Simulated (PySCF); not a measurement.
Isomers of C6H11F3, mass 140.081 u with the commonest isotopes. Method: PySCF 2.14.0, PBE0-D3(BJ)/def2-SVP geometry optimisation, gas phase. One conformer each, none proved a minimum here; rigid rotors.

Question: Order these by dipole moment, largest first.
A. `[CH3:1][C:2]([F:3])([F:4])[C:5]([CH3:6])([CH3:7])[CH2:8][F:9]` with C1–C2–C5–C6 61°, C2–C5–C8–F9 180°
B. `[CH3:1][C@H:2]([CH:3]([F:4])[F:5])[C@@H:6]([CH3:7])[CH2:8][F:9]` with C1–C2–C3–F4 59°, C1–C2–C6–C7 -77°, C2–C6–C8–F9 52°
C. `[CH3:1][C@@H:2]([CH2:3][F:4])[C@@H:5]([CH3:6])[CH:7]([F:8])[F:9]` with C1–C2–C3–F4 -178°, C1–C2–C5–C6 -50°, C2–C5–C7–F8 51°

Answer: B (3.05 D), A (2.09 D), C (1.80 D).

Question: Order these by rotational constant B, largest first.
A. `[CH3:1][C@@H:2]([CH2:3][F:4])[C@@H:5]([CH3:6])[CH:7]([F:8])[F:9]` with C1–C2–C3–F4 -178°, C1–C2–C5–C6 -50°, C2–C5–C7–F8 51°
B. `[CH3:1][C@H:2]([F:3])[CH2:4][CH2:5][CH2:6][CH:7]([F:8])[F:9]` with C1–C2–C4–C5 179°, C2–C4–C5–C6 -177°, C4–C5–C6–C7 -179°, C5–C6–C7–F8 180°
C. `[CH3:1][C@H:2]([CH:3]([F:4])[F:5])[C@@H:6]([CH3:7])[CH2:8][F:9]` with C1–C2–C3–F4 59°, C1–C2–C6–C7 -77°, C2–C6–C8–F9 52°
D. `[CH3:1][C:2]([F:3])([F:4])[C:5]([CH3:6])([CH3:7])[CH2:8][F:9]` with C1–C2–C5–C6 61°, C2–C5–C8–F9 180°

Answer: D (1200 MHz), C (1108 MHz), A (1055 MHz), B (510.8 MHz).

Question: Order these by radius of gyration √(Σ m r²/M), largest first.
A. `[CH3:1][C@H:2]([CH:3]([F:4])[F:5])[C@@H:6]([CH3:7])[CH2:8][F:9]` with C1–C2–C3–F4 59°, C1–C2–C6–C7 -77°, C2–C6–C8–F9 52°
B. `[CH3:1][C@@H:2]([CH2:3][F:4])[C@@H:5]([CH3:6])[CH:7]([F:8])[F:9]` with C1–C2–C3–F4 -178°, C1–C2–C5–C6 -50°, C2–C5–C7–F8 51°
C. `[CH3:1][C:2]([F:3])([F:4])[C:5]([CH3:6])([CH3:7])[CH2:8][F:9]` with C1–C2–C5–C6 61°, C2–C5–C8–F9 180°
D. `[CH3:1][C@H:2]([F:3])[CH2:4][CH2:5][CH2:6][CH:7]([F:8])[F:9]` with C1–C2–C4–C5 179°, C2–C4–C5–C6 -177°, C4–C5–C6–C7 -179°, C5–C6–C7–F8 180°

Answer: D (2.750 Å), B (2.098 Å), A (2.071 Å), C (1.958 Å).

```
                   SMILES  point group  Ia (u·Å²)  Ib (u·Å²)  Ic (u·Å²)      κ  μa (D)  μb (D)  μc (D)
 C[C@H](C(F)F)[C@@H](C)CF           C1     256.45     456.04     488.82  -0.84    2.71    1.34    0.44
        CC(F)(F)C(C)(C)CF           Cs     218.25     420.98     434.67  -0.93    1.10    1.78    0.02
        C[C@H](F)CCCC(F)F           C1     115.52     989.30    1013.78  -0.99    1.82    1.14    0.34
C[C@@H](CF)[C@@H](C)C(F)F           C1     237.69     479.24     515.87  -0.87    0.51    1.49    0.87
```
